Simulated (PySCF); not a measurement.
CH₃F₃OSi, SMILES O[Si](F)(F)CF.

The structure is a stationary point at PBE0-D3(BJ)/def2-SVP. This is a generated structure with no PubChem entry under its InChIKey; it may be hypothetical. The values are those of a single conformer.

The numbers are results of PBE0-D3(BJ)/def2-SVP (PySCF 2.14.0), not measurements.

Frequencies are harmonic and unscaled.

Computed vibrational spectrum:
| mode | ν (cm⁻¹) | IR (km/mol) | moving atoms (share of kinetic energy) |
|---|---|---|---|
| 1 | 32 | 3.2 | F 60 %, H 17 %, C 12 %, O 8 % |
| 2 | 151 | 12.3 | F 53 %, O 33 %, H 8 % |
| 3 | 188 | 10.5 | F 38 %, H 25 %, O 18 %, C 16 % |
| 4 | 269 | 3.7 | F 83 % |
| 5 | 287 | 72.8 | F 30 %, H 29 %, O 26 %, Si 14 % |
| 6 | 334 | 13.4 | F 38 %, H 23 %, Si 16 %, O 16 % |
| 7 | 347 | 63.0 | H 53 %, F 24 %, O 11 %, Si 9 % |
| 8 | 404 | 58.5 | F 49 %, Si 28 %, C 11 %, H 8 % |
| 9 | 688 | 0.6 | C 44 %, F 16 %, O 16 %, H 16 % |
| 10 | 766 | 5.1 | H 62 %, C 27 %, F 9 % |
| 11 | 813 | 147.3 | H 66 %, F 22 % |
| 12 | 887 | 251.1 | Si 36 %, O 24 %, F 20 %, H 16 % |
| 13 | 981 | 188.4 | Si 50 %, F 46 % |
| 14 | 1021 | 127.0 | Si 48 %, O 27 %, F 15 % |
| 15 | 1082 | 100.2 | C 47 %, F 40 %, H 8 % |
| 16 | 1238 | 6.7 | H 91 % |
| 17 | 1315 | 6.4 | H 70 %, C 27 % |
| 18 | 1452 | 8.0 | H 94 % |
| 19 | 3071 | 7.6 | H 95 % |
| 20 | 3138 | 5.9 | H 90 %, C 10 % |
| 21 | 3899 | 136.5 | H 94 % |
